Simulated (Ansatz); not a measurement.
Relaxation of GeH2S (4 atoms, charge 0, multiplicity 1), to a largest force component of 0.02 eV/Å in at most 50 steps.

Theory: Ansatz, RKS revPBE-D4/def2-SVP.

```xyz
4
Properties=species:S:1:pos:R:3:forces:R:3
S -0.543 -1.151 0.593 -1.82 -0.06 -1.23
Ge -0.561 0.590 -0.850 0.82 0.17 -0.35
H 0.774 -1.248 0.509 2.35 0.48 -0.24
H -1.697 -1.233 1.347 -1.36 -0.59 1.82
```

**Question.** Where does it end, and by what steps?

**Answer.** The forces met the threshold. After 11 steps the energy has fallen by 3.904 eV; H3 moved furthest, 1.31 Å. Parted: S1–H3 (1.32 → 2.74 Å). Joined: Ge2–H3 (2.65 → 1.62 Å).

```csv
step,energy less start (eV),largest force component (eV/Å),accepted
0,0.0000,2.346,yes
1,-0.6814,1.136,yes
2,-1.1280,1.107,yes
3,-1.6185,1.934,yes
4,-2.1930,2.697,yes
5,-2.9730,2.145,yes
6,-3.5118,0.778,yes
7,-3.7928,0.391,yes
8,-3.8801,0.283,yes
9,-3.9016,0.304,yes
10,-3.9038,0.033,yes
11,-3.9038,0.003,yes
```

```xyz
4
Properties=species:S:1:pos:R:3
S -0.813 -1.557 1.061
Ge -0.297 0.159 -0.306
H 1.183 -0.473 -0.464
H -2.100 -1.170 1.309
```

Whether the end is a true minimum wasn't checked by a vibrational analysis.

Run time: 17 s on 1 thread of Intel(R) Xeon(R) Processor @ 2.70GHz (shared host), peak memory 0.13 GiB.
